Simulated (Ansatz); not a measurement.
`Cl[SiH2][GeH2][Cl]`, charge 0, multiplicity 1.

Question: Give a relaxed structure at PBE0-D4/def2-TZVP (Ansatz 0.2.0). (Best estimate.)

Answer: Ansatz gave: 
```xyz
8

Cl    2.644   -0.579   -0.256
Si    0.628   -1.001   -0.228
Ge   -0.562    1.010    0.227
Cl   -2.652    0.434    0.221
H     0.239   -1.543   -1.551
H     0.370   -2.004    0.833
H    -0.396    2.083   -0.859
H    -0.270    1.600    1.614
```
Point group Cs.
